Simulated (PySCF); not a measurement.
## Unknown compound

The spectra below were simulated for a compound C$_{6}$H$_{9}$NSSi.

1H NMR (300 MHz, computed): δ 6.75 (m, 2H), 6.55 (m, 2H), 4.96 (s, 2H), 3.20 (s, 3H).

13C{1H} NMR (computed): δ 296.6 (C), 118.9 (CH, 2C), 109.7 (CH, 2C), 51.0 (CH3).

- geometry from PBE0-D3(BJ)/def2-SVP
- σ from GIAO-KT2/pcSseg-1
- run in PySCF
- equivalent nuclei averaged, non-relativistic, in vacuum, a single conformation

Shifts are taken against calculated references (same method and geometry level): 1H, 13C vs TMS.

Q: Deduce the structure.

A: 
1. The formula gives 4 degrees of unsaturation.
2. 4 carbon signals for 6 carbons: some carbons are equivalent by symmetry or fast rotation.
3. Carbon types of the structure: 1 × C, 4 × CH, 1 × CH3, leaving 2 H on heteroatoms.
4. δC 296.6: thiocarbonyl carbon; low-lying n→π* states of the double bond to the heteroatom give a large paramagnetic term (-376 ppm).
5. δC 118.9: aromatic CH next to a ring nitrogen.
6. δC 109.7: aromatic CH.
7. δC 51.0: methyl carbon; saturated and bonded to C and H only.
8. δH 6.75: hydrogen on an aromatic CH next to a ring nitrogen; aromatic region.
9. δH 6.55: hydrogen on an aromatic CH; the ring current deshields protons in the ring plane.
10. δH 3.20: hydrogen on a methyl carbon.

These data were computed for SMILES CC(=S)[SiH2]n1cccc1.

The shifts were computed for this structure.

Shifts are as computed. Against solution values, carbons near 30 ppm lie about +2 ppm off and those near 130 ppm about -5 ppm. Of 1309 compounds with measured shifts, 239 miss one by over three times the rms of a fit or turn the order of signals round; such compounds aren't used in these exercises. No couplings were computed; multiplicities are counted from neighbouring protons, with m where these are inequivalent, close in shift, in a saturated or five-membered ring or joined by F or P, and br s for small geminal =CH2 splittings.
